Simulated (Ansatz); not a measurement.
Mulliken charges of CH6AlOSi (`[CH3][Al][O][SiH3]`) radical from ωB97M-V/def2-TZVPP in Ansatz (PBE0-D4/def2-TZVP geometry).

```tsv
atom	x (Å)	y (Å)	z (Å)	charge (e)
C1	0.244	1.982	-1.341	-0.465
Al2	1.087	0.301	-0.766	0.328
O3	0.194	-0.661	0.309	-0.318
Si4	-0.288	-1.859	1.294	0.271
H5	-0.701	1.752	-1.844	0.112
H6	0.015	2.586	-0.458	0.112
H7	0.870	2.566	-2.017	0.109
H8	0.687	-2.985	1.284	-0.050
H9	-1.611	-2.378	0.855	-0.050
H10	-0.413	-1.355	2.688	-0.050
```

Question: By hand: the dipole of these point charges (1 e Å = 4.8032 D).

Answer: Σ q r = (0.188, -0.015, -0.094) e Å, of length 0.211 e Å = 1.01 D.

Question: How does the dipole of the full density compare? (An estimate is asked.)

Answer: Ansatz gave: (0.090, 0.167, -0.151) e Å, 1.16 D; the point charges give 0.87 times that, at 56° from its direction.

Point charges leave out the atoms' own dipoles, such as those of lone pairs, and Mulliken's split depends on the basis, so the two needn't agree.
